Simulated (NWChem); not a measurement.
# C3H5FSi; SMILES C([SiH2]C#C)F

```xyz
10

C      0.9265    -2.4905    -0.0459
C      0.1872    -1.5266     0.0251
Si    -0.9112    -0.0627     0.1234
C     -0.0120     1.4805    -0.5241
F      1.0596     1.7877     0.2851
H      1.5800    -3.3432    -0.1062
H     -1.3190     0.1516     1.5407
H     -2.1199    -0.2897    -0.7254
H      0.3454     1.3165    -1.5565
H     -0.7072     2.3398    -0.5503
```
Atoms are numbered in this order, from 1.

Level: PBE0/def2-SVP (NWChem), optimised geometry, unscaled harmonic frequencies. 

```csv
frequency (cm⁻¹),IR intensity (km/mol)
71,2.7
137,3.8
230,2.4
243,6.2
345,24.6
553,45.4
614,40.2
686,14.0
718,30.6
747,26.8
751,26.6
803,31.9
891,215.3
934,103.6
1106,70.5
1250,7.4
1312,3.8
1455,5.8
2169,39.8
2234,91.7
2256,84.2
3045,18.4
3109,13.5
3474,55.0
```

```yaml
zero_point_energy: 41.6 kcal/mol
thermal correction to the enthalpy at 298.15 K (with zero-point energy): 46.4 kcal/mol
heat capacity Cv: 22.6 cal/(mol K)
entropy at 298.15 K and 1 atm (symmetry number 1): 80.6 cal/(mol K)
dipole_moment: 1.39 D
```

Rigid rotor and harmonic oscillator; modes under 100 cm⁻¹ make the entropy uncertain.
